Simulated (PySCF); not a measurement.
Precursor series Ti OH-H. Isolated molecules, 0 K electronic values unless said otherwise. One relaxed conformer stands for each flexible species; it need not be the lowest.

The numbers are results of TPSSh-D3(BJ)/def2-TZVP // r2SCAN-D4/def2-SVP run with PySCF, not measurements. All candidates: neutral, multiplicity 1. 

The HOMO–LUMO gap is 5.55 eV, the HOMO is -7.35 eV and the LUMO is -1.80 eV.

Problem. Name which member has these values.
(A) [Ti(H)4]
(B) [Ti(OH)(H)3]
(C) [Ti(OH)3(H)]
(D) [Ti(OH)4]

Solution. C, [Ti(OH)3(H)]. The others give [Ti(H)4]: 4.67 eV, -8.24 eV, -3.57 eV; [Ti(OH)(H)3]: 4.85 eV, -7.74 eV, -2.88 eV; [Ti(OH)4]: 6.37 eV, -8.02 eV, -1.65 eV
